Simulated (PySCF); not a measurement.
SCF from a fresh guess for quartet Sr₃Te⁺, at the PBE0 minimum. PySCF input:

```python
from pyscf import gto, scf, dft
mol = gto.M(atom='''
Te    -0.000000     0.000000    -0.000000
Sr     3.153410     0.000021    -0.000000
Sr    -1.576724     2.730923     0.000000
Sr    -1.576687    -2.730944     0.000000''',
    basis={'Te': 'def2-SVP', 'Sr': 'def2-SVP'},
    ecp={'Te': 'def2-SVP', 'Sr': 'def2-SVP'},
    charge=1, spin=3)
mf = dft.UKS(mol, xc='PBE0')
mf.grids.atom_grid = (50, 194)
aux = {'Te': 'def2-universal-JKFIT', 'Sr': 'def2-universal-JKFIT'}
mf = mf.density_fit(auxbasis=aux)
mf.conv_tol = 1e-08
mf.diis_space = 10
mf.max_cycle = 60
mf.init_guess = 'minao'
mf.verbose = 4
mf.kernel()
```

Excerpt of the output (cycles alone):

```
init E= -296.943754001978
cycle= 1 E= -351.684560333627  delta_E= -54.7  |g|= 3.54  |ddm|= 8.52
cycle= 2 E= -273.418359889274  delta_E= 78.3  |g|= 5.02  |ddm|= 11.1
cycle= 3 E= -354.138241764662  delta_E= -80.7  |g|= 2.67  |ddm|= 10.4
cycle= 4 E= -356.758515055438  delta_E= -2.62  |g|= 2.05  |ddm|=    3
cycle= 5 E= -358.877541683613  delta_E= -2.12  |g|= 1.25  |ddm|= 2.53
cycle= 6 E= -359.545386725127  delta_E= -0.668  |g|= 0.723  |ddm|= 2.12
cycle= 7 E= -358.421485447808  delta_E= 1.12  |g|= 1.03  |ddm|= 3.39
cycle= 8 E= -360.002746970226  delta_E= -1.58  |g|= 0.106  |ddm|= 2.78
cycle= 9 E= -360.014570873281  delta_E= -0.0118  |g|= 0.0441  |ddm|= 0.657
cycle= 10 E= -360.01623552135  delta_E= -0.00166  |g|= 0.0187  |ddm|= 0.103
cycle= 11 E= -360.016626708675  delta_E= -0.000391  |g|= 0.00436  |ddm|= 0.0829
cycle= 12 E= -360.016661974505  delta_E= -3.53e-05  |g|= 0.00153  |ddm|= 0.0299
cycle= 13 E= -360.016665840307  delta_E= -3.87e-06  |g|= 0.000507  |ddm|= 0.00664
cycle= 14 E= -360.016667041028  delta_E= -1.2e-06  |g|= 0.000355  |ddm|= 0.00386
cycle= 15 E= -360.016667599576  delta_E= -5.59e-07  |g|= 0.000109  |ddm|= 0.00281
cycle= 16 E= -360.016667737661  delta_E= -1.38e-07  |g|= 2.42e-05  |ddm|= 0.00214
cycle= 17 E= -360.016667740913  delta_E= -3.25e-09  |g|= 1.02e-05  |ddm|= 0.000257
Extra cycle  E= -360.016667741332  delta_E= -4.2e-10  |g|= 9.06e-06  |ddm|= 7.75e-05
converged SCF energy = -360.016667741332  <S^2> = 3.750874  2S+1 = 4.000437
```

No lower solution of this spin was found by a stability analysis within the unrestricted form.

Spin–orbit coupling, left out here, can matter for elements this heavy.

The search for the lowest solution, with the stability check, took 8.8 s on 2 threads of a shared Intel Xeon Platinum 8259CL @ 2.50GHz (Skylake/Cascade Lake) host, with 95 basis functions; the process peaked at 0.33 GiB.
